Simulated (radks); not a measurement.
The iridium ion Ir3+, 74 electrons, occupied as [Xe] 4f14 5d5.25 6p0.75 (fractional occupations, a model configuration).

All-electron calculation, scalar-relativistic Kohn-Sham, PBE, spin-unpolarised, spherical densities, finite nucleus; Fermi nuclear charge, rms radius 5.4032 fm. Program: a radial shooting solver on a logarithmic mesh with Libxc functionals.

Energy parts (hartree):
| part | energy |
|---|---|
| total | -17821.5608 |
| kinetic | 19804.7538 |
| electron-nucleus | -44118.8625 |
| Hartree | 6837.3829 |
| exchange-correlation | -344.8351 |

Orbitals (lengths in bohr, moments of r in powers of bohr; r(max) is where P^2 peaks; r(90%) holds 90 % of the orbital's charge):
| orbital | occ. | eigenvalue (hartree) | r(max) | <r^4> | <1/r> | r(90%) |
|---|---|---|---|---|---|---|
| 1s | 2 | -2797.966 | 0.01082 | 4.812e-07 | 92.15 | 0.0318 |
| 2s | 2 | -490.5889 | 0.06230 | 0.00007125 | 21.59 | 0.114 |
| 2p | 6 | -426.4976 | 0.05138 | 0.00005701 | 19.36 | 0.108 |
| 3s | 2 | -115.7608 | 0.1757 | 0.002592 | 8.002 | 0.279 |
| 3p | 6 | -97.00991 | 0.1745 | 0.002822 | 7.338 | 0.286 |
| 3d | 10 | -76.33695 | 0.1421 | 0.002173 | 6.918 | 0.269 |
| 4s | 2 | -25.73387 | 0.3972 | 0.05918 | 3.418 | 0.607 |
| 4p | 6 | -19.58160 | 0.4174 | 0.07898 | 3.095 | 0.654 |
| 4d | 10 | -12.01569 | 0.4262 | 0.1118 | 2.766 | 0.715 |
| 4f | 14 | -3.60573 | 0.3950 | 0.2596 | 2.318 | 0.867 |
| 5s | 2 | -4.90408 | 0.8897 | 1.636 | 1.383 | 1.39 |
| 5p | 6 | -3.29901 | 0.9997 | 2.985 | 1.179 | 1.62 |
| 5d | 5.25 | -1.46639 | 1.258 | 11.52 | 0.8548 | 2.28 |
| 6p | 0.75 | -0.88305 | 2.585 | 119.7 | 0.4436 | 4.09 |

The highest occupied level is 6p at -24.029 eV. Summed over all electrons, <r^2> = 41.35 bohr^2, which gives a Langevin (diamagnetic) susceptibility term of -32.7 x 10^-6 cm^3/mol.
